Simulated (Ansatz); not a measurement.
Basis-set extrapolation for C2H7BFN (PBE0-D4/def2-TZVP geometry, frozen core, the Gaussian-basis code of Ansatz). Multiplicity 1, RHF reference.

```tsv
	def2-TZVPP	def2-QZVPP
HF	-258.474378	-258.486102
MP2 correlation	-0.920465	-0.988266
CCSD(T) correlation	-0.993682	not run
```

Energies in hartree. Use E(X) = E(∞) + A·exp(−7.88·√X) for Hartree–Fock and E(X) = E(∞) + B·X^(−2.97) for correlation, with X = 3 and 4, and add CCSD(T) minus MP2 of the smaller set to the MP2 limit.

Task: What is the CCSD(T) energy at the basis-set limit?

Result: HF limit: -258.486102 + (-0.011724) × 0.13774 = -258.48772. MP2 limit: -0.988266 + (-0.067801) × 0.74074 = -1.03849. Higher-order term: -0.993682 − (-0.920465) = -0.07322. Total: -259.59943 hartree, 344.9 kJ/mol below CCSD(T)/def2-TZVPP.
